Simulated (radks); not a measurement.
Q: These are the eigenvalues of the occupied orbitals of an atom or ion with whole-number occupations (Ry). Method: Dirac Kohn-Sham, LDA (Slater exchange, Perdew-Wang correlation), spin-unpolarised, spherical densities, finite nucleus; Fermi nuclear charge, rms radius of each element as measured or else 0.836 A^(1/3) + 0.57 fm; computed with a radial shooting solver on a logarithmic mesh with Libxc functionals.

orbital  eigenvalue
1s1/2     -3877.797
2s1/2     -884.2318
2p1/2     -861.3516
2p3/2     -811.0177

Which element is it, and in what charge state? The configuration may be excited. Open shells, if any, fill j = l - 1/2 first.

A: Z = 63, europium, charge +54: Eu54+ in [He] 2s2 2p5. The list shows which subshells hold electrons but not how many an open one holds; the 1s level, -1938.9 hartree, gives Z - s = 62.3 by -(Z - s)^2/2, which with screening and relativity narrows Z to a few neighbours, and the depths of the outer levels then fix element, charge and occupations together.
